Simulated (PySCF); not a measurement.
**Si: interval between two levels**

Si [Ne] 3s2 3p2 [3P2, M_J = 2] → Si [Ne] 3s2 3p1 4s1 [3P2, M_J = 2], as a difference of total energies. Computed with PySCF 2.14 in x2c-SVPall-2c with one added diffuse shell each of s, p type (5s5p1d, 25 functions), with the two-component X2C-1e Hamiltonian. Correlated levels: [Ne] frozen. "Screened" scales the spin-orbit matrix elements by Boettger's factors to mimic the two-electron term; Breit and QED terms are absent.

```
                    method  interval between two levels (cm⁻¹)
           GHF (spin-free)                               39200
          GMP2 (spin-free)                               39616
 GHF (screened spin-orbit)                               39221
GMP2 (screened spin-orbit)                               39635
```

The labels give the starting determinants; with spin-orbit coupling the two ends relaxed to ⟨J²⟩ = 6.01, ⟨L²⟩ = 2.01, ⟨S²⟩ = 2.00 and ⟨J²⟩ = 6.01, ⟨L²⟩ = 2.01, ⟨S²⟩ = 2.00.

The promoted electron is Rydberg-like, and one or two diffuse shells describe it only roughly, which tends to raise the upper state.
